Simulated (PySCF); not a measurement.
1,2-difluorocyclobutene (C₄H₄F₂), SMILES FC1=C(F)CC1.

Coordinates come from a PBE-D3(BJ)/def2-SVP optimisation.

Method: PBE-D3(BJ)/def2-SVP (PySCF).

No scaling factor is applied to the harmonic values.

```tsv
mode	ν (cm⁻¹)	IR (km/mol)	moving atoms (share of kinetic energy)
1	218	0.0	H 45 %, C 36 %, F 19 %
2	269	2.4	F 85 %, C 13 %
3	297	2.3	C 61 %, H 20 %, F 19 %
4	446	1.6	C 44 %, F 39 %, H 17 %
5	520	0.0	C 79 %, H 13 %
6	663	6.2	C 63 %, F 31 %
7	731	28.7	F 53 %, C 37 %, H 11 %
8	835	1.2	H 86 %, C 13 %
9	901	5.4	C 66 %, H 29 %
10	997	0.0	H 60 %, C 40 %
11	1053	0.3	H 83 %, C 17 %
12	1070	63.5	C 70 %, H 23 %
13	1102	0.0	H 85 %, C 15 %
14	1116	15.8	H 59 %, C 40 %
15	1170	17.4	H 49 %, C 43 %, F 9 %
16	1253	77.6	C 74 %, H 16 %, F 10 %
17	1350	211.3	C 82 %, F 13 %
18	1399	0.8	H 91 %, C 9 %
19	1424	0.3	H 83 %, C 17 %
20	1795	107.8	C 94 %
21	2983	30.7	H 95 %
22	2987	28.5	H 95 %
23	3040	0.0	H 90 %, C 10 %
24	3047	27.9	H 90 %, C 10 %
```
